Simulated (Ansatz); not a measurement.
`C=C(C)[SiH2][SiH3]` and `C=C(Cl)[SiH2][SiH3]` differ in one atom or group.

Ansatz, PBE0-D4/def2-TZVP geometries, multiplicity 1. Each molecule was computed in one conformer, which needn't be the lowest.

```
                                          property  `C=C(C)[SiH2][SiH3]`
                 HOMO energy (PBE/def2-TZVPP) / eV                 -6.35
                HOMO energy (PBE0/def2-TZVPP) / eV                 -7.41
             HOMO energy (ωB97M-V/def2-TZVPP) / eV                 -9.52
size of the dipole moment (ωB97M-V/def2-TZVPP) / D                  0.84
               HOMO–LUMO gap (PBE/def2-TZVPP) / eV                  4.99
             HOMO–LUMO gap (B3LYP/def2-TZVPP) / eV                  6.61
```

Question: What does the change do to each property? (An estimate is asked.)

Answer: The calculation gave: 
| property | `C=C(Cl)[SiH2][SiH3]` | shift |
| --- | --- | --- |
| HOMO energy (PBE/def2-TZVPP) / eV | -6.46 | -0.11 |
| HOMO energy (PBE0/def2-TZVPP) / eV | -7.58 | -0.17 |
| HOMO energy (ωB97M-V/def2-TZVPP) / eV | -9.72 | -0.20 |
| size of the dipole moment (ωB97M-V/def2-TZVPP) / D | 1.30 | 0.46 |
| HOMO–LUMO gap (PBE/def2-TZVPP) / eV | 4.67 | -0.32 |
| HOMO–LUMO gap (B3LYP/def2-TZVPP) / eV | 6.31 | -0.30 |

With PBE0 the HOMO falls by 0.17 eV and the LUMO falls by 0.45 eV, so the gap narrows by about 0.28 eV. PBE moves the HOMO by -0.11 eV and ωB97M-V by -0.20 eV. Dipoles are sizes alone; their direction can turn.

B3LYP here is the variant with VWN-RPA as its local correlation; programs differ in this.
